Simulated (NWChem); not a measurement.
C₂H₅NSi; SMILES C1=NC[SiH2]1

```xyz
9

C      1.0881    -0.5599     0.0000
N      0.1015    -1.3842     0.0000
C     -1.1041    -0.5231     0.0000
Si     0.0412     1.0082     0.0000
H      2.1280    -0.9173     0.0000
H     -1.7289    -0.7129     0.8878
H     -1.7289    -0.7129    -0.8878
H      0.0738     1.8874     1.2111
H      0.0738     1.8874    -1.2111
```
Atoms are numbered in this order, from 1.

Results from NWChem. The geometry was optimised at PBE0/def2-SVP. GIAO values for the isolated, static molecule; σ is the absolute isotropic shielding, δ = σ(reference) − σ with the isolated reference molecule computed at the same levels (13C: tetramethylsilane, 1H: tetramethylsilane, 15N: ammonia, 29Si: tetramethylsilane).

```csv
level,δ C1 (ppm),δ N2 (ppm),δ C3 (ppm),δ Si4 (ppm),δ H5 (ppm),δ H6 (ppm),δ H8 (ppm)
KT2/pcSseg-1,177.5,509.3,46.8,-0.4,8.15,3.77,6.50
PBE/pcSseg-1,190.9,541.1,47.9,-7.2,8.57,3.83,6.46
"LDA (Slater exchange, VWN5)/pcSseg-1",200.0,567.7,49.4,-6.5,8.64,3.95,6.70
```
